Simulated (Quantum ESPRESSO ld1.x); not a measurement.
Values are calculated unless marked as measured or tabulated.
Species: Ga I. Configuration: [Ar] 3d10 4s1.5 4p1.5 (fractional occupations, a model configuration). Level of theory: Dirac Kohn-Sham, PW91, spin-unpolarised, spherical densities, point nucleus; open shells fill j = l - 1/2 first (ld1.x of Quantum ESPRESSO 7.5). Some entries of the table are withheld. Estimate them.

orbital,occ.,eigenvalue (eV),r(max) (bohr)
1s1/2,2,-10229.9,0.03178
2s1/2,2,-1262.96,0.1825
2p1/2,2,(1),0.1444
2p3/2,4,(2),0.1473
3s1/2,2,-148.963,(3)
3p1/2,2,-102.216,0.5612
3p3/2,4,-98.5844,0.5695
3d3/2,4,(4),(5)
3d5/2,6,(6),(7)
4s1/2,1.5,-9.5243,1.880
4p1/2,1.5,(8),(9)
4p3/2,0,(10),(11)

Answer. 
(1) 2p1/2 eigenvalue (eV): -1118.32
(2) 2p3/2 eigenvalue (eV): -1090.65
(3) 3s1/2 r(max) (bohr): 0.5645
(4) 3d3/2 eigenvalue (eV): -20.3728
(5) 3d3/2 r(max) (bohr): 0.5312
(6) 3d5/2 eigenvalue (eV): -19.9099
(7) 3d5/2 r(max) (bohr): 0.5342
(8) 4p1/2 eigenvalue (eV): -3.0558
(9) 4p1/2 r(max) (bohr): 2.460
(10) 4p3/2 eigenvalue (eV): -2.9299
(11) 4p3/2 r(max) (bohr): 2.507
